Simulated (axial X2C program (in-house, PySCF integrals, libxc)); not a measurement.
**Outer orbitals of GeBi⁻ at 2.465 Å, PBE0**

Computed with an in-house relativistic program for diatomic molecules. Spin-free means the one-electron spin-free X2C Hamiltonian; two-component (2c) means X2C with spin–orbit coupling and atomic mean-field two-electron Coulomb terms, the Gaunt term switched off, so the difference of the two also holds small scalar two-electron terms. Basis: Bi dyall-av2z [11s13p10d5f], Ge dyall-av2z [8s9p6d] (cores contracted in-house); Gaussian nuclei, density fitting, unrestricted open shells. Masses: Bi 208.980 u, Ge 73.921 u.

The distance is close to the 2c PBE0 minimum; the highest filled and lowest empty levels are listed.

Spin-free orbitals, state M_S = 0, Λ = 0 (closed shell) (Löwdin shares):

```
symmetry  occupied  ε (eV)              atomic character
     δ-α       yes  -27.39                     100% Ge d
     δ+α       yes  -27.39                     100% Ge d
      σα       yes  -27.30                      99% Ge d
     π+α       yes  -27.29                     100% Ge d
     π-α       yes  -27.29                     100% Ge d
      σα       yes  -23.51                      99% Bi d
     δ+α       yes  -23.45                     100% Bi d
     δ-α       yes  -23.45                     100% Bi d
     π+α       yes  -23.43                     100% Bi d
     π-α       yes  -23.43                     100% Bi d
      σα       yes  -11.12   62% Bi s, 21% Ge s, 9% Ge p
      σα       yes   -6.96  55% Ge s, 17% Bi s, 17% Bi p
      σα       yes   -1.14   45% Ge p, 42% Bi p, 6% Ge s
     π+α       yes   -0.81   57% Bi p, 38% Ge p, 4% Ge d
     π-α       yes   -0.81   57% Bi p, 38% Ge p, 4% Ge d
     π+α        no    2.59  48% Ge p, 28% Bi p, 14% Bi d
     π-α        no    2.59  48% Ge p, 28% Bi p, 14% Bi d
      σα        no    2.86   48% Ge p, 45% Bi p, 2% Bi d
      σα        no    3.68  34% Bi s, 29% Bi p, 22% Ge p
```

One partner of each degenerate Kramers or spin pair is listed.

Spinors with spin–orbit coupling (state Ω = 0):

```json
{"ω": "3/2", "occupied": "yes", "ε (eV)": "-27.63", "atomic character": "100% Ge d", "λ mixture": "83% δ, 17% π"}
{"ω": "1/2", "occupied": "yes", "ε (eV)": "-27.57", "atomic character": "100% Ge d", "λ mixture": "58% π, 42% σ"}
{"ω": "5/2", "occupied": "yes", "ε (eV)": "-27.07", "atomic character": "100% Ge d", "λ mixture": "100% δ"}
{"ω": "1/2", "occupied": "yes", "ε (eV)": "-27.01", "atomic character": "99% Ge d", "λ mixture": "58% σ, 42% π"}
{"ω": "3/2", "occupied": "yes", "ε (eV)": "-27.00", "atomic character": "100% Ge d", "λ mixture": "83% π, 17% δ"}
{"ω": "1/2", "occupied": "yes", "ε (eV)": "-25.08", "atomic character": "99% Bi d", "λ mixture": "59% π, 41% σ"}
{"ω": "3/2", "occupied": "yes", "ε (eV)": "-25.06", "atomic character": "100% Bi d", "λ mixture": "80% δ, 20% π"}
{"ω": "1/2", "occupied": "yes", "ε (eV)": "-22.10", "atomic character": "99% Bi d", "λ mixture": "59% σ, 41% π"}
{"ω": "3/2", "occupied": "yes", "ε (eV)": "-22.04", "atomic character": "100% Bi d", "λ mixture": "80% π, 20% δ"}
{"ω": "5/2", "occupied": "yes", "ε (eV)": "-22.04", "atomic character": "100% Bi d", "λ mixture": "100% δ"}
{"ω": "1/2", "occupied": "yes", "ε (eV)": "-11.06", "atomic character": "62% Bi s, 21% Ge s, 9% Ge p", "λ mixture": "100% σ"}
{"ω": "1/2", "occupied": "yes", "ε (eV)": "-6.92", "atomic character": "54% Ge s, 18% Bi p, 17% Bi s", "λ mixture": "100% σ"}
{"ω": "1/2", "occupied": "yes", "ε (eV)": "-1.81", "atomic character": "63% Bi p, 26% Ge p, 4% Ge s", "λ mixture": "53% π, 47% σ"}
{"ω": "1/2", "occupied": "yes", "ε (eV)": "-0.70", "atomic character": "47% Ge p, 44% Bi p, 3% Ge s", "λ mixture": "51% σ, 49% π"}
{"ω": "3/2", "occupied": "yes", "ε (eV)": "-0.46", "atomic character": "48% Bi p, 47% Ge p, 3% Ge d", "λ mixture": "100% π"}
{"ω": "1/2", "occupied": "no", "ε (eV)": "2.50", "atomic character": "57% Ge p, 20% Bi p, 13% Bi d", "λ mixture": "95% π, 5% σ"}
{"ω": "3/2", "occupied": "no", "ε (eV)": "2.77", "atomic character": "38% Bi p, 37% Ge p, 13% Bi d", "λ mixture": "100% π"}
{"ω": "1/2", "occupied": "no", "ε (eV)": "2.85", "atomic character": "47% Bi p, 46% Ge p, 2% Bi d", "λ mixture": "100% σ"}
{"ω": "1/2", "occupied": "no", "ε (eV)": "3.67", "atomic character": "33% Bi p, 31% Bi s, 21% Ge p", "λ mixture": "93% σ, 7% π"}
```

One partner of each degenerate Kramers or spin pair is listed.

(1) How does the gap between the highest filled and lowest empty level change from the spin-free to the 2c table?

Mulliken charges and populations of the two-component result (they depend on the basis, above all on diffuse functions):

Bi -0.44 e (s 11.98 p 27.44 d 30.02 f 14.00), Ge -0.56 e (s 7.95 p 14.55 d 10.06).

Occupations by symmetry block were frozen at the best pattern of an incomplete PBE0 search.

Answers

(1) From 3.40 to 2.96 eV at PBE0, a change of -0.44 eV.
